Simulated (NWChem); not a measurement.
System: GeICl, singlet; SMILES [Cl][Ge][I]

```xyz
3

Ge     0.7824    -1.0494     0.0000
Cl    -1.0691    -2.2223     0.0000
I     -0.1295     1.3464     0.0000
```
Atoms are numbered in this order, from 1.

Results from NWChem. Low-valent species are run as closed-shell singlets; no triplet was tried in these runs. Structure relaxed at the PBE0/def2-SVP level. def2 effective core potentials on I; no spin-orbit coupling. Total energies compare along this basis series because the functional is fixed.

```csv
level,basis functions,energy (Ha),highest occupied level (eV),orbital gap (eV),dipole (D),relative time
PBE/def2-SVP,76,-2834.0717,-6.41,2.59,1.51,1
PBE/def2-SVPD,100,-2834.0829,-6.59,2.59,1.59,2
PBE/def2-TZVP,135,-2834.5046,-6.51,2.61,1.58,4
PBE/def2-TZVPP,140,-2834.5046,-6.51,2.61,1.58,4
PBE/def2-QZVP,227,-2834.5677,-6.55,2.61,1.58,9
```

Relative times are rough (shared machine, one core).
